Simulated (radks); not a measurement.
Question: These are the eigenvalues of the occupied orbitals of an atom or ion with whole-number occupations (eV). Calculated with a radial shooting solver on a logarithmic mesh with Libxc functionals: scalar-relativistic Kohn-Sham, PBE, spin-polarised, spherical densities, finite nucleus; Fermi nuclear charge, rms radius of each element as measured or else 0.836 A^(1/3) + 0.57 fm.

orbital  eigenvalue
1s up     -24116.41
1s down   -24116.37
2s up     -4406.006
2s down   -4400.168
2p up     -4064.709
2p down   -4060.357
3s up     -1503.281
3s down   -1496.556
3p up     -1392.535
3p down   -1385.528
3d up     -1236.623

Which element is it, and in what charge state? The configuration may be excited. Open shells, if any, are filled with parallel spins first.

Answer: Z = 45, rhodium, charge +25: Rh25+ in [Ar] 3d2. The list shows which subshells hold electrons but not how many an open one holds; the 1s level, -886.26 hartree, gives Z - s = 42.1 by -(Z - s)^2/2, which with screening and relativity narrows Z to a few neighbours, and the depths of the outer levels then fix element, charge and occupations together.
